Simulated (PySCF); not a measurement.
C4H7NSi, SMILES CC1=CN=C[SiH2]1. Heavy atoms are numbered as in [CH3:1][C:2]1=[CH:3][N:4]=[CH:5][SiH2:6]1. Hydrogens are named by the atom that carries them.

The structure is a stationary point at B3LYP-D3(BJ)/def2-SVP. The structure was generated by enumeration, and PubChem lists no compound with its InChIKey, so it may never have been made.

Calculation: PySCF with PBE0/pcSseg-1.

GIAO shieldings, no solvent; atoms alike by connectivity are averaged. δ = σ(ref) − σ: ¹³C against TMS (σ = 186.3 ppm); ¹⁵N against NH3 (σ = 267.4 ppm); ²⁹Si against TMS (σ = 352.7 ppm); ¹H against TMS (σ = 31.56 ppm), references at their B3LYP-D3(BJ)/def2-TZVP geometries, non-relativistic.

```tsv
nucleus	atoms	count	δ (ppm)
¹³C	C5 (CH)	1	189.7
¹³C	C3 (CH)	1	166.2
¹³C	C2	1	133.6
¹³C	C1 (CH3)	1	19.2
¹⁵N	N4	1	485.9
²⁹Si	Si6 (SiH2)	1	-48.2
¹H	H on C5	1	9.25
¹H	H on C3	1	8.19
¹H	H on Si6	2	4.77
¹H	H on C1	3	2.41
```
